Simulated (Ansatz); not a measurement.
Mulliken charges of CH3AlCl2, SMILES `[CH3][Al]([Cl])[Cl]` from ωB97M-V/def2-TZVPP in Ansatz (PBE0-D4/def2-TZVP geometry).

```json
{"atom": "C1", "x (Å)": "-0.174", "y (Å)": "0.934", "z (Å)": "-0.166", "charge (e)": "-0.503"}
{"atom": "Al2", "x (Å)": "0.174", "y (Å)": "-0.938", "z (Å)": "0.140", "charge (e)": "0.569"}
{"atom": "Cl3", "x (Å)": "1.789", "y (Å)": "-1.563", "z (Å)": "1.311", "charge (e)": "-0.217"}
{"atom": "Cl4", "x (Å)": "-1.027", "y (Å)": "-2.445", "z (Å)": "-0.670", "charge (e)": "-0.215"}
{"atom": "H5", "x (Å)": "-1.053", "y (Å)": "1.084", "z (Å)": "-0.795", "charge (e)": "0.125"}
{"atom": "H6", "x (Å)": "-0.333", "y (Å)": "1.452", "z (Å)": "0.784", "charge (e)": "0.121"}
{"atom": "H7", "x (Å)": "0.685", "y (Å)": "1.407", "z (Å)": "-0.649", "charge (e)": "0.121"}
```

**Question.** By hand: the dipole of these point charges (1 e Å = 4.8032 D).

**Answer.** Σ q r = (-0.070, 0.343, -0.060) e Å, of length 0.355 e Å = 1.71 D.

**Question.** How does the dipole of the full density compare? (An estimate is asked.)

**Answer.** Computed: (-0.077, 0.401, -0.067) e Å, 1.99 D; the point charges give 0.86 times that, at 1° from its direction.

Point charges leave out the atoms' own dipoles, such as those of lone pairs, and Mulliken's split depends on the basis, so the close match here is no proof of good charges.
